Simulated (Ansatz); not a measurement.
Stepwise reaction of `[F][Ti]([F])([F])[F]` with hydrogen chloride, as a gas-phase model of exchange steps in deposition or etching. ΔE in kJ/mol; ΔG adds harmonic PBE0-D4 terms to CCSD(T)/CBS, at 1 bar.

Computed with Ansatz on PBE0-D4/def2-TZVP structures; ΔE is electronic, products minus reactants. CCSD(T)/CBS is the MP2 limit (def2-TZVPP, def2-QZVPP) plus CCSD(T) − MP2 in def2-TZVPP, frozen cores. This one scheme is used for every species. DFT in def2-TZVPP. B3LYP here is the variant with VWN-RPA as its local correlation; programs differ in this. For Ti outer-core shells are correlated without core-valence functions, which leaves a few kJ/mol of doubt a bond. Scalar relativity is left out up to krypton.

```
step                                                          reaction  PBE-D4  B3LYP-D4  ωB97M-V  CCSD(T)/CBS  ΔG(600 K)
   1      `[F][Ti]([F])([F])[F]` + HCl → `[F][Ti]([F])([F])[Cl]` + H–F    23.1      23.4     26.8         15.2       14.1
   2    `[F][Ti]([F])([F])[Cl]` + HCl → `[F][Ti]([F])([Cl])[Cl]` + H–F    22.0      22.1     26.2         12.4       16.3
   3  `[F][Ti]([F])([Cl])[Cl]` + HCl → `[F][Ti]([Cl])([Cl])[Cl]` + H–F    20.9      20.7     25.4          9.5       17.5
```

Problem. Give the row of step 4, `[F][Ti]([Cl])([Cl])[Cl]` + HCl → `[Cl][Ti]([Cl])([Cl])[Cl]` + H–F. (Estimate.)

Solution. The calculation gave: 
```tsv
step	reaction	PBE-D4	B3LYP-D4	ωB97M-V	CCSD(T)/CBS	ΔG(600 K)
4	`[F][Ti]([Cl])([Cl])[Cl]` + HCl → `[Cl][Ti]([Cl])([Cl])[Cl]` + H–F	20.0	19.6	24.6	6.7	19.6
```

Problem. By hand: ΔE of the 4 steps together at CCSD(T)/CBS.

Solution. (15.2) + (12.4) + (9.5) + (6.7) = 43.8 kJ/mol, or 10.9 kJ/mol a step.

In ΔE each step is lower than the one before. All are uphill at CCSD(T)/CBS. ΔG lies between 14.1 and 19.6 kJ/mol a step. PBE-D4 differs from CCSD(T)/CBS by 7.9 to 13.3 kJ/mol a step. Isolated molecules leave out the surface, adducts and barriers. Largest T1 diagnostic: 0.025.
